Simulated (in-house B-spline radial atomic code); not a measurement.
Response of the gold ion Au⁺ as one setting changes: the radius of a hard wall (bohr). Method: PBE. A dash marks a strongly mixed or unbound state. A box has no continuum, so excitations may lie above minus the highest level. Computed with a B-spline radial code for spherical atoms: linear response of the closed shell [Xe] 4f14 5d10 with the functional's adiabatic kernel; scalar-relativistic (spin-free one-electron X2C), finite nucleus, no spin-orbit coupling, no double excitations, S, P, D and F terms only; shells from n = 3 respond. Only terms of natural parity with L up to 3 were computed.

Spin-orbit coupling is strong here, so these LS terms don't match observed levels.

```
radius of a hard wall (bohr)  lowest 1P (eV)  lowest 3P, Tamm-Dancoff (eV)  minus highest occupied level (eV)  α (bohr³)
                         2.5   5d → 6p 50.00                 5d → 6p 46.77                             -6.024      2.788
                           3  5d → 6p 29.692                5d → 6p 26.801                              5.391      4.572
                         3.5               ?                             ?                                  ?          ?
                           4               ?                             ?                                  ?          ?
                         4.5  5d → 6p 13.341                5d → 6p 11.346                             14.158      10.41
                         5.5  5d → 6p 10.897                 5d → 6p 9.299                             15.047       12.8
                         6.5   5d → 6p 9.910                 5d → 6p 8.547                             15.255       13.9
                           8   5d → 6p 9.395                 5d → 6p 8.199                             15.306      14.37
                          10   5d → 6p 9.249                 5d → 6p 8.118                             15.310      14.44
                          15   5d → 6p 9.227                 5d → 6p 8.109                             15.310      14.45
```

Question: What belongs in the row for 3.5?

Answer: lowest 1P (eV): 5d → 6p 20.501; lowest 3P, Tamm-Dancoff (eV): 5d → 6p 17.917; minus highest occupied level (eV): 10.500; α (bohr³): 6.63.

Question: What belongs in the row for 4?

Answer: lowest 1P (eV): 5d → 6p 15.886; lowest 3P, Tamm-Dancoff (eV): 5d → 6p 13.616; minus highest occupied level (eV): 12.951; α (bohr³): 8.655.
